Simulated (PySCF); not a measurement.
The same groups moved round the core (propene ethynyl). Gas-phase values, no solvent. One relaxed conformer stands for each flexible species; it need not be the lowest. Strings in code marks are SMILES.

The HOMO–LUMO gap from two functionals at the same geometries (PBE0-D3(BJ)/def2-TZVP), both in PySCF: PBE-D3(BJ)/def2-TZVP and M06-2X/def2-TZVP. 

| species | PBE-D3(BJ)/def2-TZVP (eV) | M06-2X/def2-TZVP (eV) |
|---|---|---|
| `C/C=C/C#C` | 4.17 | 8.15 |
| `C#C/C=C\C` | 4.19 | 8.17 |
| `C(C=C)C#C` | 5.46 | 9.83 |

Over these rows, drawn at random from the members with no instability flagged (it was tested for open shells, ions and some series alone), PBE minus M06-2X: mean -4.11 eV, from -4.37 eV to -3.98 eV.
